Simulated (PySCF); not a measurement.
SMILES [Cl][Ga]([Cl])[SeH] (HCl2GaSe), CAM-B3LYP/def2-SVP optimised geometry.

```
5

Ga     0.60     0.02     0.00
Cl     1.68    -1.82     0.00
Cl     1.74     1.82     0.00
Se    -1.69     0.02     0.00
H     -1.74     1.48     0.00
```

Density from CAM-B3LYP/def2-TZVP in PySCF 2.14.0 at that geometry.

Minimum of the electron density along straight lines between bonded atoms, close to the bond critical point (lines longer than 1.1 times the sum of covalent radii, or with two minima, are not listed):

```
bond     length / Å  ρ at the minimum / e bohr⁻³  ∇²ρ there / e bohr⁻⁵  position (fraction from the first atom)
-------  ----------  ---------------------------  --------------------  ---------------------------------------
Ga1–Cl2       2.131                        0.100                  0.27                                     0.44
Ga1–Cl3       2.134                        0.100                  0.27                                     0.44
Ga1–Se4       2.296                          [?]                   [?]                                     0.44
Se4–H5        1.470                        0.176                   [?]                                     0.63
```

### Question
Complete the blanks.

### Answer

- Ga1–Se4, ρ at the minimum / e bohr⁻³: 0.092
- Ga1–Se4, ∇²ρ there / e bohr⁻⁵: 0.08
- Se4–H5, ∇²ρ there / e bohr⁻⁵: -0.33
